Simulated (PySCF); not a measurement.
## Energy of Ga(2+) (gallium, charge +2) between two integer charges

The 4s alpha orbital of [Ar] 3d10 4s1 is emptied in steps (occupation f), with all orbitals relaxed, ending at [Ar] 3d10. Computed with PySCF 2.14 in aug-cc-pVDZ-PP with ECP10MDF (5s4p3d, 32 functions), with a scalar-relativistic core potential. The exact energy is a straight line in f; departures are measured from the line between the end points of the same method.

| f | UHF (eV) | LDA (eV) | PBE (eV) | PBE0 (eV) | r2SCAN (eV) | LC-wPBE (eV) | BHandHLYP (eV) | CAM-B3LYP (eV) | TPSS (eV) |
| --- | --- | --- | --- | --- | --- | --- | --- | --- | --- |
| 1 | 0.000 | 0.000 | 0.000 | 0.000 | 0.000 | 0.000 | 0.000 | 0.000 | 0.000 |
| 0.9 | 0.007 | -0.436 | -0.438 | -0.323 | -0.379 | -0.061 | -0.229 | -0.213 | -0.412 |
| 0.7 | 0.016 | -1.013 | -1.025 | -0.754 | -0.871 | -0.139 | -0.536 | -0.498 | -0.962 |
| 0.5 | 0.019 | -1.199 | -1.224 | -0.899 | -1.028 | -0.168 | -0.642 | -0.595 | -1.152 |
| 0.3 | 0.016 | -0.999 | -1.031 | -0.757 | -0.855 | -0.149 | -0.544 | -0.502 | -0.980 |
| 0.1 | 0.007 | -0.422 | -0.442 | -0.324 | -0.363 | -0.069 | -0.236 | -0.217 | -0.428 |
| 0 | 0.000 | 0.000 | 0.000 | 0.000 | 0.000 | 0.000 | 0.000 | 0.000 | 0.000 |

```json
{"method": "UHF", "E(f=0) − E(f=1) (eV)": "29.677", "−ε at f=1 (eV)": "29.757", "−ε at f=0.5 (eV)": "29.675"}
{"method": "LDA", "E(f=0) − E(f=1) (eV)": "31.810", "−ε at f=1 (eV)": "26.959", "−ε at f=0.5 (eV)": "31.852"}
{"method": "PBE", "E(f=0) − E(f=1) (eV)": "31.446", "−ε at f=1 (eV)": "26.580", "−ε at f=0.5 (eV)": "31.428"}
{"method": "PBE0", "E(f=0) − E(f=1) (eV)": "31.105", "−ε at f=1 (eV)": "27.519", "−ε at f=0.5 (eV)": "31.097"}
{"method": "r2SCAN", "E(f=0) − E(f=1) (eV)": "31.301", "−ε at f=1 (eV)": "27.063", "−ε at f=0.5 (eV)": "31.346"}
{"method": "LC-wPBE", "E(f=0) − E(f=1) (eV)": "31.056", "−ε at f=1 (eV)": "30.375", "−ε at f=0.5 (eV)": "31.026"}
{"method": "BHandHLYP", "E(f=0) − E(f=1) (eV)": "31.053", "−ε at f=1 (eV)": "28.515", "−ε at f=0.5 (eV)": "31.031"}
{"method": "CAM-B3LYP", "E(f=0) − E(f=1) (eV)": "31.500", "−ε at f=1 (eV)": "29.136", "−ε at f=0.5 (eV)": "31.488"}
{"method": "TPSS", "E(f=0) − E(f=1) (eV)": "31.034", "−ε at f=1 (eV)": "26.461", "−ε at f=0.5 (eV)": "30.984"}
```

Orbital energy along the path (eV):

```csv
f,UHF,LDA,PBE,PBE0,r2SCAN,LC-wPBE,BHandHLYP,CAM-B3LYP,TPSS
1,-29.757,-26.959,-26.580,-27.519,-27.063,-30.375,-28.515,-29.136,-26.461
0.9,-29.739,-27.941,-27.544,-28.233,-27.966,-30.523,-29.015,-29.605,-27.374
0.7,-29.706,-29.903,-29.480,-29.664,-29.690,-30.793,-30.019,-30.545,-29.185
0.5,-29.675,-31.852,-31.428,-31.097,-31.346,-31.026,-31.031,-31.488,-30.984
0.3,-29.645,-33.766,-33.396,-32.541,-32.961,-31.281,-32.059,-32.439,-32.820
0.1,-29.617,-35.601,-35.387,-33.996,-34.554,-31.650,-33.132,-33.416,-34.799
0,-29.604,-36.450,-36.332,-34.668,-35.283,-31.849,-33.704,-33.931,-35.804
```

Reference removal energy between the ground levels: 30.726 eV (measured; NIST Atomic Spectra Database, ionization energies). UHF lacks correlation.
